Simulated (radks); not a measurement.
The tin ion Sn4+, 46 electrons, occupied as [Kr] 4d10.

Calculated with a radial shooting solver on a logarithmic mesh with Libxc functionals: scalar-relativistic Kohn-Sham, r2SCAN, spin-polarised, spherical densities, finite nucleus; meta-GGA in the generalised Kohn-Sham scheme; Fermi nuclear charge, rms radius 4.6519 fm.

Energy parts (hartree):
total: -6174.49989
kinetic: 6446.76794
electron-nucleus: -14858.63427
Hartree: 2401.65386
exchange-correlation: -164.28742

Orbitals (lengths in bohr, moments of r in powers of bohr; <r^-3> diverges for s and p1/2):
| orbital | occ. | eigenvalue (hartree) | <r^2> | <r^-3> | <r^4> | <1/r> |
|---|---|---|---|---|---|---|
| 1s | 2 | -1069.778 | 0.001143 | - | 3.412e-06 | 53.08 |
| 2s | 2 | -163.3955 | 0.01856 | - | 0.0005928 | 12.13 |
| 2p | 6 | -146.7314 | 0.01467 | 4697 | 0.0004271 | 11.65 |
| 3s | 2 | -33.02121 | 0.1311 | - | 0.02624 | 4.316 |
| 3p | 6 | -27.53564 | 0.1319 | 873.2 | 0.02785 | 4.103 |
| 3d | 10 | -19.10752 | 0.1174 | 119.5 | 0.02550 | 3.864 |
| 4s | 2 | -6.60523 | 0.7601 | - | 0.8567 | 1.686 |
| 4p | 6 | -4.94053 | 0.8928 | 154.7 | 1.225 | 1.534 |
| 4d | 10 | -2.50822 | 1.331 | 15.05 | 3.056 | 1.241 |

The highest occupied level is 4d at -68.252 eV. The density falls to 0.001 e/bohr^3 at r = 2.75 bohr.
